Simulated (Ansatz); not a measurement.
The cluster Na4Li2. Charge 0, multiplicity 1. Geometry PBE/def2-SVP.

Cartesian coordinates in Å:
```
Li -0.0046 -0.0071 0.0014
Li -1.6584 -2.3207 -0.4694
Na 0.0276 2.8603 1.1551
Na -2.8584 0.5097 1.0410
Na 1.6459 -2.2096 -1.3893
Na 2.8479 1.1673 -0.3388
```

The restricted singlet is unstable towards broken spin symmetry in Hartree–Fock (as tested in another run); at HF/STO-3G, PBE/def2-TZVP, r2SCAN/def2-TZVP, PBE0/def2-TZVPD and others this wasn't settled. At HF/STO-3G the highest occupied level of the charge 0 singlet lies above zero (up to 1.46 eV). In Hartree–Fock with STO-3G the lack of diffuse functions raises the level. The structure comes from a short search, and lower isomers may exist.

(1) Estimate the orbital energies around the gap (eV) in Ansatz with HF/STO-3G, PBE/def2-TZVP, r2SCAN/def2-TZVP, PBE0/def2-TZVPD, CAM-B3LYP/def2-TZVP.

Answers

(1) 
```tsv
orbital	HF/STO-3G	PBE/def2-TZVP	r2SCAN/def2-TZVP	PBE0/def2-TZVPD	CAM-B3LYP/def2-TZVP
HOMO−5	-37.79	-27.88	-28.97	-31.28	-32.73
HOMO−4	-37.73	-27.87	-28.95	-31.26	-32.71
HOMO−3	-37.72	-27.87	-28.95	-31.26	-32.71
HOMO−2	-1.18	-4.01	-4.08	-4.69	-5.66
HOMO−1	0.88	-3.05	-3.04	-3.49	-4.17
HOMO	1.46	-3.03	-3.00	-3.43	-4.10
LUMO	7.99	-1.76	-1.60	-1.34	-0.73
LUMO+1	8.26	-1.64	-1.51	-1.24	-0.57
LUMO+2	8.53	-1.59	-1.50	-1.13	-0.36
LUMO+3	11.06	-1.56	-1.42	-1.11	-0.25
LUMO+4	11.76	-0.81	-0.58	-0.40	0.44
LUMO+5	12.20	-0.70	-0.48	-0.33	0.44
```
